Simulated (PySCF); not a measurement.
**Telling isomers of C3H4F4O apart by NMR**

One averaged value for each set of equivalent atoms, non-relativistic, single conformer, no solvent model. Geometry: GFN2-xTB; shielding tensors at PBE0/pcSseg-1 (GIAO); PySCF 2.14.0 with density-fitted response routines.

Referencing at the same level of theory: ¹H (σref 31.72), ¹³C (σref 186.93) vs TMS. Splittings of carbon signals by F and P are missing where no couplings were computed. Where no couplings were computed, multiplicities follow the n + 1 count of equivalent neighbours, and m marks all less simple cases (inequivalent or close neighbours, rings, F or P nearby). Shifts are as computed. Against solution values, carbons near 30 ppm lie about +3 ppm off and those near 130 ppm about +5 ppm. Of 1211 compounds with measured shifts, 218 miss one by over three times the rms of a fit or turn the order of signals round; such compounds aren't used in these exercises.

(1) Tabulate the signals of `COC(F)(F)C(F)F`, `CO[C@@H](F)C(F)(F)F` and their relative energies.

(2) What is the quickest way to tell COC(F)(F)C(F)F from CO[C@@H](F)C(F)(F)F?

## Answers

(1) 
```json
{"SMILES": "COC(F)(F)C(F)F", "carbon types": "1×C 1×CH 1×CH3", "δC": "126.1, 116.0, 52.6", "δH": "5.87 (m, 1H), 3.98 (s, 3H)", "E rel. (kcal/mol)": "0.4"}
{"SMILES": "CO[C@@H](F)C(F)(F)F", "carbon types": "1×C 1×CH 1×CH3", "δC": "128.4, 111.4, 59.3", "δH": "5.38 (m, 1H), 3.88 (s, 3H)", "E rel. (kcal/mol)": "0.0"}
```

Energies are electronic energies at PBE0/pcSseg-1 on these geometries, without zero-point or thermal terms, each for the one conformer computed, which needn't be the lowest.

(2) Both give the same number of carbon signals, with the same numbers of each carbon type, so the positions decide. The first has a methyl carbon bonded to O (CH3) at 52.6 ppm, the second a methyl carbon bonded to O (CH3) at 59.3 ppm. Their most deshielded carbons lie at 126.1 and 128.4 ppm. In the proton spectra the most deshielded non-exchanging signals are 5.87 (m, 1H) and 5.38 (m, 1H).
